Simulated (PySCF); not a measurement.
Cd(OMe)(GeH3), SMILES C[O][Cd][GeH3] (CH₆CdGeO) (B3LYP/def2-SVP optimised geometry):

```
10

Cd    -0.364     0.353     0.000
O      1.631     0.353     0.000
C      2.495    -0.741    -0.077
H      2.384    -1.337    -1.009
H      3.545    -0.384    -0.061
H      2.395    -1.453     0.771
Ge    -2.888     0.549     0.000
H     -3.388     1.453     1.150
H     -3.409     1.145    -1.327
H     -3.545    -0.839     0.178
```

Calculation: B3LYP/def2-TZVP, def2 effective core potentials past Kr in PySCF.

### Question
What are the frontier orbital energies and the dipole moment?

### Answer
HOMO-2 -8.10 eV, HOMO-1 -6.82 eV, HOMO -6.64 eV, LUMO -1.33 eV, LUMO+1 -1.06 eV; dipole moment 1.58 D.

On the same geometry PBE/def2-TZVP, def2 effective core potentials past Kr run with PySCF gives HOMO-2 -7.25 eV, HOMO-1 -5.76 eV, HOMO -5.42 eV, LUMO -1.82 eV, LUMO+1 -1.49 eV; dipole moment 1.43 D.
